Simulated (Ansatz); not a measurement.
Geometry optimisation, RHF/def2-SVP in Ansatz 0.2.0.

The input (input.yaml):

```yaml
crystal:
  periodic: [false, false, false]
  atoms:
    - { symbol: Sn, position_ang: [0.21231, 0.407753, -0.428571] }
    - { symbol: Cl, position_ang: [0.022541, 0.033051, 3.169363] }
    - { symbol: Cl, position_ang: [2.152527, -0.191177, -1.648865] }
    - { symbol: H, position_ang: [-0.788052, 1.287731, -1.494394] }
    - { symbol: H, position_ang: [-0.504424, -1.054423, 0.047302] }
    - { symbol: H, position_ang: [0.798239, 1.453038, 0.81443] }
    - { symbol: H, position_ang: [0.706559, 1.028927, 2.635435] }
basis:
  gaussian: { orbitals: def2-SVP }
hamiltonian:
  xc: hf
relax:
  f_tol: 0.03
  max_steps: 50
output:
  orbitals: {}
```

Run as:

```bash
$ ansatz run input.yaml --threads 1 --pin off --max-ram 2048MiB --backend cpu --events-out ev --progress --plain --runs-dir out
```

Problem. Where does it end, and by what steps?

Solution. The run converged. The force dipped under the threshold on the way, but the program's further checks kept it going. After 19 steps the energy has fallen by 0.242 eV; H7 moved furthest, 1.13 Å.

```json
{"step": "0", "energy less start (eV)": "0.0000", "largest force component (eV/Å)": "1.223", "accepted": "yes"}
{"step": "1", "energy less start (eV)": "-0.1485", "largest force component (eV/Å)": "0.489", "accepted": "yes"}
{"step": "2", "energy less start (eV)": "-0.1795", "largest force component (eV/Å)": "0.508", "accepted": "yes"}
{"step": "3", "energy less start (eV)": "-0.2188", "largest force component (eV/Å)": "0.100", "accepted": "yes"}
{"step": "4", "energy less start (eV)": "-0.2299", "largest force component (eV/Å)": "0.037", "accepted": "yes"}
{"step": "5", "energy less start (eV)": "-0.2326", "largest force component (eV/Å)": "0.213", "accepted": "yes"}
{"step": "6", "energy less start (eV)": "-0.2312", "largest force component (eV/Å)": "0.474", "accepted": "no"}
{"step": "7", "energy less start (eV)": "-0.2362", "largest force component (eV/Å)": "0.019", "accepted": "yes"}
{"step": "8", "energy less start (eV)": "-0.2334", "largest force component (eV/Å)": "0.438", "accepted": "no"}
{"step": "9", "energy less start (eV)": "-0.2373", "largest force component (eV/Å)": "0.045", "accepted": "yes"}
{"step": "10", "energy less start (eV)": "-0.2381", "largest force component (eV/Å)": "0.091", "accepted": "yes"}
{"step": "11", "energy less start (eV)": "-0.2375", "largest force component (eV/Å)": "0.175", "accepted": "no"}
{"step": "12", "energy less start (eV)": "-0.2393", "largest force component (eV/Å)": "0.042", "accepted": "yes"}
{"step": "13", "energy less start (eV)": "-0.2400", "largest force component (eV/Å)": "0.027", "accepted": "yes"}
{"step": "14", "energy less start (eV)": "-0.2406", "largest force component (eV/Å)": "0.069", "accepted": "yes"}
{"step": "15", "energy less start (eV)": "-0.2406", "largest force component (eV/Å)": "0.158", "accepted": "no"}
{"step": "16", "energy less start (eV)": "-0.2413", "largest force component (eV/Å)": "0.013", "accepted": "yes"}
{"step": "17", "energy less start (eV)": "-0.2419", "largest force component (eV/Å)": "0.041", "accepted": "yes"}
{"step": "18", "energy less start (eV)": "-0.2417", "largest force component (eV/Å)": "0.094", "accepted": "no"}
{"step": "19", "energy less start (eV)": "-0.2424", "largest force component (eV/Å)": "0.024", "accepted": "yes"}
```

```xyz
7
Properties=species:S:1:pos:R:3
Sn 0.250 0.433 -0.726
Cl -0.228 0.172 3.549
Cl 2.085 -0.201 -2.083
H -0.875 1.169 -1.768
H -0.336 -1.002 -0.035
H 0.883 1.527 0.410
H 0.820 0.866 3.747
```

Whether the end is a true minimum wasn't checked by a vibrational analysis.

Run time: 29 s on 1 thread of Arm Neoverse V2 (shared host), peak memory 0.16 GiB.
